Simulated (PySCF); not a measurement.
# Electron correlation in Xe⁺ (xenon, charge +1)

[Kr] 4d10 5s2 5p4 6s1, high-spin 4P determinant (an excited configuration). Computed with PySCF 2.14 in aug-cc-pVTZ-PP with one added diffuse shell each of d, f type with ECP28MDF (6s5p5d3f, 67 functions), with scalar relativity through the core potential. Frozen: 4s2 4p6 4d10; 7 electrons correlated.

```csv
level,correlation energy (mhartree)
CCSD,-126.80
(T),-4.29
CCSD(T),-131.09
```

Diagnostics: T1 = 0.015, D1 = 0.0490, largest double amplitude 0.048.

Q: Is a single reference adequate?

A: Yes, within this model without spin-orbit coupling: T1 lies below 0.03 and no double amplitude reaches 0.07.
